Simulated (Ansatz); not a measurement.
`SB(Cl)Cl`. Total charge 0; spin multiplicity 1.

Cartesian coordinates in Å:
```
S -1.205 -0.179 -0.720
B 0.458 0.007 -0.094
Cl 1.771 -0.118 -1.238
Cl 0.804 0.305 1.593
H -1.827 -0.016 0.459
```

Task: List the harmonic frequencies (cm⁻¹, unscaled) at PBE0-D4/def2-TZVP in Ansatz. (An estimate is asked.)

Result: The calculation gave: 225, 248, 400, 444, 465, 793, 980, 1017, 2714.

Task: Is this a minimum?

Result: Yes, all 9 modes are real.

Task: Give the ideal-gas thermochemistry at 298.15 K and 1 bar (rigid rotor, harmonic oscillator; point group Cs, symmetry number 1).

Result: Zero-point energy 43.6 kJ/mol; H(298) − E = 58.7 kJ/mol; entropy 310.5 J/(mol·K), of which translation 168.0, rotation 114.9, vibration 27.6; G(298) − E = -33.8 kJ/mol.
